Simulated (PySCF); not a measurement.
Isomers of C5H13NSi2, mass 143.059 u with the commonest isotopes. Method: PBE0/pcSseg-1 in PySCF (dipole) on a GFN2-xTB geometry, gas phase. One conformer each, none proved a minimum here; rigid rotors.

Question: Order these by rotational constant A, smallest first.
A. `[CH2:1]=[CH:2][CH2:3][N:4]1[SiH2:5][CH2:6][CH2:7][SiH2:8]1` with C1–C2–C3–N4 118°, C2–C3–N4–Si5 -79°, C3–N4–Si5–C6 -174°, N4–Si5–C6–C7 -30°, Si5–C6–C7–Si8 34°, C6–C7–Si8–N4 -23°
B. `[SiH3:1][SiH2:2][C:3]1=[CH:4][CH2:5][CH2:6][NH:7][CH2:8]1` with Si1–Si2–C3–C4 108°, C3–C4–C5–C6 13°, C4–C5–C6–N7 -44°, C5–C6–N7–C8 62°, C6–N7–C8–C3 -47°
C. `[CH2:1]=[C:2]1[SiH2:3][SiH2:4][N:5]1[CH:6]([CH3:7])[CH3:8]` with Si4–N5–C6–C7 90°
D. `[CH2:1]=[CH:2][C@@H:3]1[CH2:4][C@@H:5]1[N:6]([SiH3:7])[SiH3:8]` with C1–C2–C3–C4 -146°, C4–C5–N6–Si7 -151°
E. `[CH3:1][CH2:2][NH:3][Si@H:4]1[CH:5]=[CH:6][CH2:7][SiH2:8]1` with C1–C2–N3–Si4 86°, C2–N3–Si4–C5 72°, N3–Si4–C5–C6 121°, C5–C6–C7–Si8 -8°, C6–C7–Si8–Si4 9°, N3–Si4–Si8–C7 -120°
F. `[CH3:1][CH2:2][CH2:3][CH2:4][SiH2:5][SiH2:6][C:7]#[N:8]` with C1–C2–C3–C4 180°, C2–C3–C4–Si5 178°, C3–C4–Si5–Si6 64°, C4–Si5–Si6–C7 86°

Answer: D (1753 MHz), C (2117 MHz), F (2259 MHz), A (2424 MHz), B (2812 MHz), E (3002 MHz).

Question: Order these by rotational constant C, smallest first.
A. `[CH2:1]=[C:2]1[SiH2:3][SiH2:4][N:5]1[CH:6]([CH3:7])[CH3:8]` with Si4–N5–C6–C7 90°
B. `[CH2:1]=[CH:2][CH2:3][N:4]1[SiH2:5][CH2:6][CH2:7][SiH2:8]1` with C1–C2–C3–N4 118°, C2–C3–N4–Si5 -79°, C3–N4–Si5–C6 -174°, N4–Si5–C6–C7 -30°, Si5–C6–C7–Si8 34°, C6–C7–Si8–N4 -23°
C. `[CH3:1][CH2:2][CH2:3][CH2:4][SiH2:5][SiH2:6][C:7]#[N:8]` with C1–C2–C3–C4 180°, C2–C3–C4–Si5 178°, C3–C4–Si5–Si6 64°, C4–Si5–Si6–C7 86°
D. `[NH2:1][CH2:2][C:3]1=[C:4]([CH2:5][SiH3:6])[CH2:7][SiH2:8]1` with H–N1–C2–C3 180° and 61°, N1–C2–C3–C4 -147°, C3–C4–C5–Si6 87°
E. `[CH3:1][CH2:2][NH:3][Si@H:4]1[CH:5]=[CH:6][CH2:7][SiH2:8]1` with C1–C2–N3–Si4 86°, C2–N3–Si4–C5 72°, N3–Si4–C5–C6 121°, C5–C6–C7–Si8 -8°, C6–C7–Si8–Si4 9°, N3–Si4–Si8–C7 -120°

Answer: C (488.7 MHz), E (668.2 MHz), D (709.4 MHz), B (792.5 MHz), A (856.4 MHz).

Question: Order these by rotational constant B, largest first.
A. `[CH2:1]=[CH:2][C@@H:3]1[CH2:4][C@@H:5]1[N:6]([SiH3:7])[SiH3:8]` with C1–C2–C3–C4 -146°, C4–C5–N6–Si7 -151°
B. `[CH3:1][CH2:2][CH2:3][CH2:4][SiH2:5][SiH2:6][C:7]#[N:8]` with C1–C2–C3–C4 180°, C2–C3–C4–Si5 178°, C3–C4–Si5–Si6 64°, C4–Si5–Si6–C7 86°
C. `[CH2:1]=[CH:2][CH2:3][N:4]1[SiH2:5][CH2:6][CH2:7][SiH2:8]1` with C1–C2–C3–N4 118°, C2–C3–N4–Si5 -79°, C3–N4–Si5–C6 -174°, N4–Si5–C6–C7 -30°, Si5–C6–C7–Si8 34°, C6–C7–Si8–N4 -23°
D. `[SiH3:1][SiH2:2][C:3]1=[CH:4][CH2:5][CH2:6][NH:7][CH2:8]1` with Si1–Si2–C3–C4 108°, C3–C4–C5–C6 13°, C4–C5–C6–N7 -44°, C5–C6–N7–C8 62°, C6–N7–C8–C3 -47°
E. `[NH2:1][CH2:2][C:3]1=[C:4]([CH2:5][SiH3:6])[CH2:7][SiH2:8]1` with H–N1–C2–C3 180° and 61°, N1–C2–C3–C4 -147°, C3–C4–C5–Si6 87°
F. `[CH3:1][CH2:2][NH:3][Si@H:4]1[CH:5]=[CH:6][CH2:7][SiH2:8]1` with C1–C2–N3–Si4 86°, C2–N3–Si4–C5 72°, N3–Si4–C5–C6 121°, C5–C6–C7–Si8 -8°, C6–C7–Si8–Si4 9°, N3–Si4–Si8–C7 -120°
G. `[CH2:1]=[C:2]1[SiH2:3][SiH2:4][N:5]1[CH:6]([CH3:7])[CH3:8]` with Si4–N5–C6–C7 90°

Answer: G (1148 MHz), A (1068 MHz), C (995.5 MHz), E (964.9 MHz), F (774.2 MHz), D (698.5 MHz), B (521.2 MHz).

| SMILES | point group | Ia (u·Å²) | Ib (u·Å²) | Ic (u·Å²) | κ | μa (D) | μb (D) | μc (D) |
| --- | --- | --- | --- | --- | --- | --- | --- | --- |
| C=C1[SiH2][SiH2]N1C(C)C | C1 | 238.70 | 440.04 | 590.11 | -0.54 | 0.56 | 0.84 | 0.11 |
| CCCC[SiH2][SiH2]C#N | C1 | 223.71 | 969.60 | 1034.23 | -0.96 | 3.62 | 1.66 | 1.77 |
| C=C[C@@H]1C[C@@H]1N([SiH3])[SiH3] | C1 | 288.22 | 473.17 | 587.54 | -0.53 | 0.22 | 0.32 | 0.54 |
| C=CCN1[SiH2]CC[SiH2]1 | C1 | 208.50 | 507.66 | 637.69 | -0.75 | 0.39 | 0.06 | 0.16 |
| CCN[Si@H]1C=CC[SiH2]1 | C1 | 168.35 | 652.81 | 756.38 | -0.91 | 0.67 | 0.07 | 0.39 |
| [SiH3][SiH2]C1=CCCNC1 | C1 | 179.71 | 723.51 | 765.16 | -0.96 | 0.88 | 1.09 | 0.10 |
| NCC1=C(C[SiH3])C[SiH2]1 | C1 | 288.31 | 523.77 | 712.36 | -0.51 | 1.36 | 0.87 | 0.30 |
